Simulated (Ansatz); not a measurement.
Reaction (substitution at a C–O bond): `O=COCC1CO1` + `N=C[SiH3]` → `O=C/N=C\[SiH3]` + `OCC1CO1`

Isolated molecules relaxed with PBE0-D4/def2-TZVP in Ansatz; ΔE leaves out vibrations. CCSD(T)/CBS is the MP2 limit (def2-TZVPP, def2-QZVPP) plus CCSD(T) − MP2 in def2-TZVPP, frozen cores. Functionals use def2-TZVPP. One conformer a species, not always the lowest.

`O=COCC1CO1`:

Cartesian coordinates in Å:
```
O 1.948 -0.953 0.437
C 1.405 -1.494 -0.480
O 0.098 -1.487 -0.740
C -0.733 -0.753 0.167
C -0.841 0.683 -0.253
C -0.030 1.716 0.381
O -1.399 1.541 0.722
H 1.917 -2.093 -1.247
H -0.337 -0.818 1.182
H -1.707 -1.240 0.121
H -1.199 0.847 -1.268
H 0.684 1.424 1.145
H 0.195 2.627 -0.166
```

`N=C[SiH3]`:

Z-matrix (Å, degrees):
```
Si
C 1 1.889
H 1 1.488 2 108.9
H 1 1.481 2 109.8 3 -121.3
H 1 1.488 2 108.9 3 117.3
N 2 1.269 1 119.7 3 121.5
H 2 1.102 1 118.3 3 -58.6
H 6 1.023 2 111.5 1 180.0
```

`O=C/N=C\[SiH3]`:

Cartesian coordinates in Å:
```
O 1.938 0.611 0.576
C 1.062 1.413 0.385
N -0.249 1.257 0.818
C -0.913 0.215 0.527
Si -0.369 -1.228 -0.594
H 1.240 2.393 -0.089
H -1.902 0.146 0.992
H -1.610 -1.751 -1.225
H 0.229 -2.293 0.247
H 0.573 -0.762 -1.637
```

`OCC1CO1`:

Z-matrix (Å, degrees):
```
C
C 1 1.496
O 1 1.408 2 111.7
H 1 1.099 2 109.0 3 123.6
H 1 1.093 2 110.0 3 -118.0
O 2 1.425 1 114.8 3 -74.5
C 2 1.458 1 121.6 3 -141.9
H 2 1.089 1 115.7 3 61.1
H 3 0.962 1 107.4 2 58.1
H 7 1.087 2 119.5 1 -154.6
H 7 1.088 2 119.4 1 -1.9
```

```csv
level,ΔE (kcal/mol)
r2SCAN-D4,7.5
PBE,6.9
r2SCAN,7.5
HF/def2-TZVPP,9.3
MP2/def2-TZVPP,7.7
SCS-MP2/def2-TZVPP,8.1
CCSD/def2-TZVPP,8.3
CCSD/CBS(def2),7.7
```

(1) What does CCSD(T)/CBS give? (Best estimate.)

Largest T1 diagnostic among the species: 0.017.

Results:

(1) Computed: +7.6 kcal/mol. The listed levels differ from it by -0.1, -0.7, -0.1, 1.7, 0.1, 0.5, 0.7, 0.1 kcal/mol.

In def2-TZVPP, CCSD(T) changes the Hartree–Fock value by −1.1 kcal/mol (the triples alone add −0.1 kcal/mol) and MP2 by −1.6 kcal/mol.
